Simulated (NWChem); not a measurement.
# A calculation on silylphosphine (H5PSi)

SMILES: [SiH3]P
```xyz
7

Si    -1.0750     0.0955     0.2241
P      1.1290    -0.0772    -0.3490
H     -1.8516    -0.8869    -0.6096
H     -1.5361     1.4869    -0.1148
H     -1.3593    -0.1700     1.6789
H      1.2981    -1.3190     0.3647
H      1.5638     0.7099     0.7785
```
Charge 0, spin multiplicity 1.

The numbers come from NWChem runs, not from measurements. The geometry was optimised at PBE/def2-SVP, a minimum by its harmonic frequencies.

Symmetry labels belong to the abelian group C1 used in the runs, with the axes of the coordinates shown; states degenerate in a higher group split over its labels.

The correlated methods keep 10 core orbitals frozen.

Problem. List the 3 singlet excitations that EOM-CCSD/aug-cc-pVDZ, 10 core orbitals frozen gives, with oscillator strengths.

Solution. 
| state | symmetry | energy (eV) | wavelength (nm) | f |
|---|---|---|---|---|
| 1 | a | 6.40 | 194 | 0.065 |
| 2 | a | 6.77 | 183 | 0.020 |
| 3 | a | 6.95 | 178 | 0.278 |
These are the lowest roots of each symmetry, so higher states are missing between them.
